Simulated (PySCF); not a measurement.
Isomers of [C7H14P]+, one conformer each; single-point electronic energies without zero-point terms and without any empirical dispersion term.

Computed with PySCF at PBE0/pcSseg-1, non-relativistic, each on one gas-phase PBE0-D3(BJ)/def2-SVP geometry that isn't relaxed in the solvent. The solvent is an IEF-PCM continuum (cavity from Bondi-type radii × 1.2). Only the electrostatic response of the medium enters.

| isomer | relative energy, gas (kcal/mol) |
| --- | --- |
| `C[P@+]12CC[C@H](CC1)C2` | 0.0 |
| `CC1=CC[P+](C)(C)C1` | 5.7 |
| `C=C[P@@H+](C)C1CCC1` | 46.2 |
| `C[PH+](C1CC1)C1CC1` | 46.6 |

**Question.** How do the relative energies look in chloroform (ε = 4.711)?

**Answer.** 
| isomer | relative energy, solvent (kcal/mol) | E(solvent) − E(gas) (kcal/mol) |
| --- | --- | --- |
| `C[P@+]12CC[C@H](CC1)C2` | 0.0 | -41.0 |
| `CC1=CC[P+](C)(C)C1` | 5.4 | -41.3 |
| `C=C[P@@H+](C)C1CCC1` | 45.9 | -41.2 |
| `C[PH+](C1CC1)C1CC1` | 46.3 | -41.2 |

The order is unchanged. Conformers: `[CH3:1][C:2]1=[CH:3][CH2:4][P+:5]([CH3:6])([CH3:7])[CH2:8]1` (charge +1) with C2–C3–C4–P5 15°, C3–C4–P5–C6 94°, C4–P5–C8–C2 20°, C1–C2–C8–P5 167°; `[CH2:1]=[CH:2][P@@H+:3]([CH3:4])[CH:5]1[CH2:6][CH2:7][CH2:8]1` (charge +1) with C1–C2–P3–C4 123°, C2–P3–C5–C6 64°, P3–C5–C6–C7 139°, C5–C6–C7–C8 -18°, C6–C7–C8–C5 18°, P3–C5–C8–C7 -139°; `[CH3:1][PH+:2]([CH:3]1[CH2:4][CH2:5]1)[CH:6]1[CH2:7][CH2:8]1` (charge +1) with C1–P2–C3–C4 -80°, C1–P2–C6–C7 153°. The gains span 0.3 kcal/mol, the gas-phase energies 46.6 kcal/mol.
